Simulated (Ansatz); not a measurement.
Mulliken charges of `[NH2][GeH2][S]` radical from B3LYP/def2-TZVPP in Ansatz (PBE0-D4/def2-TZVP geometry).

| atom | x (Å) | y (Å) | z (Å) | charge (e) |
| --- | --- | --- | --- | --- |
| N1 | -1.052 | 0.142 | -0.526 | -0.385 |
| Ge2 | 0.522 | -0.022 | 0.396 | 0.394 |
| S3 | 0.878 | -2.156 | 0.823 | -0.246 |
| H4 | -1.393 | 1.089 | -0.619 | 0.125 |
| H5 | -1.065 | -0.312 | -1.429 | 0.131 |
| H6 | 0.364 | 0.809 | 1.678 | 0.001 |
| H7 | 1.807 | 0.382 | -0.368 | -0.020 |

Task: By hand: the dipole of these point charges (1 e Å = 4.8032 D).

Result: Σ q r = (0.045, 0.555, -0.099) e Å, of length 0.566 e Å = 2.72 D.

Task: How does the dipole of the full density compare? (Best estimate.)

Result: The calculation gave: (-0.034, 0.398, -0.242) e Å, 2.24 D; the point charges give 1.21 times that, at 23° from its direction.

Point charges leave out the atoms' own dipoles, such as those of lone pairs, and Mulliken's split depends on the basis, so the two needn't agree.

B3LYP here is the variant with VWN-RPA as its local correlation; programs differ in this.
